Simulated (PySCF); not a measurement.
Simulation results for AlBH$_{4}$NSi, CH$_{3}$AlClSi, AlBClHN

Calculation on a computer-drawn molecule: the log of a Hartree-Fock and frozen-core CCSD(T) single point meant for a local Hartree-Fock minimum, with one planted fault or none, to be diagnosed. Offsets are logged minus clean, where the clean run is the same molecule without the fault. The reference is restricted for singlets and unrestricted otherwise, and also for a bond in bohr or an excited solution. Adding or removing an electron swaps singlet and doublet. The excited solution moves the top pair (singlet) or top alpha electron (doublet) to the lowest empty orbital. Highest occupied and lowest empty are orbital energies over both spins, largest force is the largest gradient component, triples share is (T) over the correlation energy, the T1 limit is 0.02 restricted and 0.045 unrestricted, electrons count all cores, a negative frequency is imaginary (commonest isotopes), and the dipole is about the centre of nuclear charge. Program: PySCF 2.14.0.

Common to all runs: meant charge 1; meant multiplicity 1; meant basis cc-pV(D+d)Z; logged SCF converged yes; logged CC converged yes; logged SCF stable within its kind yes; possible faults no fault, one electron removed, one electron added, multiplicity raised by two, geometry at a saddle point, SCF held on an excited solution, minimal basis STO-3G, one bond length entered in bohr, all coordinates scaled.

```json
{"entry": 1, "formula": "AlBH4NSi", "logged_structure": {"atoms_angstrom": [["Al", 1.5371, -0.4133, -3.5906], ["B", -0.5421, 0.1519, -3.0021], ["N", -0.6758, 0.5322, -1.7169], ["Si", -1.1051, 1.0123, -0.2747], ["H", 3.0326, -0.781, -3.8733], ["H", -2.0926, 0.0035, -4.6313], ["H", -1.4987, 0.0596, 0.7619], ["H", -1.0406, 2.4206, 0.1121]]}, "given": {"logged_electrons": 42, "logged_basis_functions": 94, "logged_spin_squared": 0.7708, "logged_highest_occupied [eV]": -11.906, "logged_lowest_empty [eV]": -4.2159, "logged_largest_force [hartree/bohr]": 0.02981, "logged_T1_diagnostic": 0.057161, "logged_D1_diagnostic": 0.22743, "logged_triples_share": 0.04455, "logged_dipole_magnitude [debye]": 3.4232, "logged_energy_HF [hartree]": -611.95255, "logged_energy_CCSD(T) [hartree]": -612.38479, "drawn_bonds_atom": [1, 2, 3, 1, 2, 4, 4], "drawn_bonds_other_atom": [2, 3, 4, 5, 6, 7, 8], "drawn_bonds_order": [1, 1, 2, 1, 1, 1, 1]}, "results": {"planted_fault": "one bond length entered in bohr, row 5 of the drawn bonds", "HF_energy_offset_from_clean_run [kcal/mol]": 70.53, "CCSD(T)_energy_offset_from_clean_run [kcal/mol]": 73.06}, "notes": ["T1 above single-reference limit"]}
{"entry": 2, "formula": "AlBH4NSi", "logged_structure": {"atoms_angstrom": [["Al", 1.614, -0.434, -3.7701], ["B", -0.5692, 0.1595, -3.1522], ["N", -0.7095, 0.5588, -1.8028], ["Si", -1.1603, 1.0629, -0.2884], ["H", 3.1842, -0.82, -4.067], ["H", -1.4307, 0.0771, -4.0575], ["H", -1.5737, 0.0625, 0.7999], ["H", -1.0926, 2.5416, 0.1177]]}, "given": {"logged_electrons": 42, "logged_basis_functions": 94, "logged_spin_squared": 0.0, "logged_highest_occupied [eV]": -13.352, "logged_lowest_empty [eV]": -3.977, "logged_largest_force [hartree/bohr]": 0.040937, "logged_T1_diagnostic": 0.02426, "logged_D1_diagnostic": 0.07065, "logged_triples_share": 0.039605, "logged_dipole_magnitude [debye]": 2.9439, "logged_energy_HF [hartree]": -612.046, "logged_energy_CCSD(T) [hartree]": -612.49208, "drawn_bonds_atom": [1, 2, 3, 1, 2, 4, 4], "drawn_bonds_other_atom": [2, 3, 4, 5, 6, 7, 8], "drawn_bonds_order": [1, 1, 2, 1, 1, 1, 1]}, "results": {"planted_fault": "all coordinates scaled, by +5.0 %", "HF_energy_offset_from_clean_run [kcal/mol]": 11.89, "CCSD(T)_energy_offset_from_clean_run [kcal/mol]": 5.739}, "notes": ["T1 above single-reference limit"]}
{"entry": 3, "formula": "AlBH4NSi", "logged_structure": {"atoms_angstrom": [["Al", 1.5371, -0.4133, -3.5906], ["B", -0.5421, 0.1519, -3.0021], ["N", -0.6758, 0.5322, -1.7169], ["Si", -1.1051, 1.0123, -0.2747], ["H", 3.0326, -0.781, -3.8733], ["H", -1.3626, 0.0734, -3.8643], ["H", -1.4987, 0.0596, 0.7619], ["H", -1.0406, 2.4206, 0.1121]]}, "given": {"logged_electrons": 42, "logged_basis_functions": 94, "logged_spin_squared": 0.0, "logged_highest_occupied [eV]": -13.511, "logged_lowest_empty [eV]": -4.0238, "logged_largest_force [hartree/bohr]": 2.3971e-05, "logged_lowest_frequency [cm^-1]": 91.183, "logged_T1_diagnostic": 0.021458, "logged_D1_diagnostic": 0.061861, "logged_triples_share": 0.035932, "logged_dipole_magnitude [debye]": 3.0925, "logged_energy_HF [hartree]": -612.06495, "logged_energy_CCSD(T) [hartree]": -612.50122, "drawn_bonds_atom": [1, 2, 3, 1, 2, 4, 4], "drawn_bonds_other_atom": [2, 3, 4, 5, 6, 7, 8], "drawn_bonds_order": [1, 1, 2, 1, 1, 1, 1]}, "results": {"planted_fault": "no fault", "HF_energy_offset_from_clean_run [kcal/mol]": 0.0, "CCSD(T)_energy_offset_from_clean_run [kcal/mol]": 0.0}, "notes": ["T1 above single-reference limit"]}
{"entry": 4, "formula": "CH3AlClSi", "logged_structure": {"atoms_angstrom": [["Al", -1.7988, 0.436, -0.6056], ["C", -0.0066, 0.6809, -0.3119], ["Si", 1.2807, 0.0988, -1.2749], ["Cl", 0.9167, -0.9818, -2.9315], ["H", -3.3082, 0.2285, -0.8551], ["H", 0.2919, 1.2567, 0.5657], ["H", 2.7033, 0.3008, -1.03]]}, "given": {"logged_electrons": 53, "logged_basis_functions": 98, "logged_spin_squared": 0.9638, "logged_highest_occupied [eV]": -5.1278, "logged_lowest_empty [eV]": 0.96352, "logged_largest_force [hartree/bohr]": 0.02506, "logged_T1_diagnostic": 0.030184, "logged_D1_diagnostic": 0.13646, "logged_triples_share": 0.034141, "logged_dipole_magnitude [debye]": 1.4191, "logged_energy_HF [hartree]": -1029.89832, "logged_energy_CCSD(T) [hartree]": -1030.37533, "drawn_bonds_atom": [1, 2, 3, 1, 2, 3], "drawn_bonds_other_atom": [2, 3, 4, 5, 6, 7], "drawn_bonds_order": [1, 2, 1, 1, 1, 1]}, "results": {"planted_fault": "one electron added", "HF_energy_offset_from_clean_run [kcal/mol]": -102.9, "CCSD(T)_energy_offset_from_clean_run [kcal/mol]": -112.8}}
{"entry": 5, "formula": "AlBClHN", "logged_structure": {"atoms_angstrom": [["Al", -0.7368, -2.5637, 1.3355], ["N", -0.6654, -1.0123, 0.71], ["B", -0.6109, 0.1687, 0.2338], ["Cl", -0.5395, 1.7096, -0.3878], ["H", -0.8021, -3.987, 1.9099]]}, "given": {"logged_electrons": 42, "logged_basis_functions": 79, "logged_spin_squared": 0.0, "logged_highest_occupied [eV]": -16.868, "logged_lowest_empty [eV]": -3.7831, "logged_largest_force [hartree/bohr]": 1.795e-05, "logged_lowest_frequency [cm^-1]": 101.12, "logged_T1_diagnostic": 0.015383, "logged_D1_diagnostic": 0.035802, "logged_triples_share": 0.033901, "logged_dipole_magnitude [debye]": 7.3211, "logged_energy_HF [hartree]": -780.9793, "logged_energy_CCSD(T) [hartree]": -781.42741, "drawn_bonds_atom": [1, 2, 3, 1], "drawn_bonds_other_atom": [2, 3, 4, 5], "drawn_bonds_order": [1, 2, 1, 1]}, "results": {"planted_fault": null}}
```

To be estimated
1. Which fault was planted in the run of AlBClHN (entry 5)?

Answers
1. no fault

Further results for AlBClHN (entry 5):

- HF energy offset from clean run: 0 kcal/mol
- CCSD(T) energy offset from clean run: 0 kcal/mol
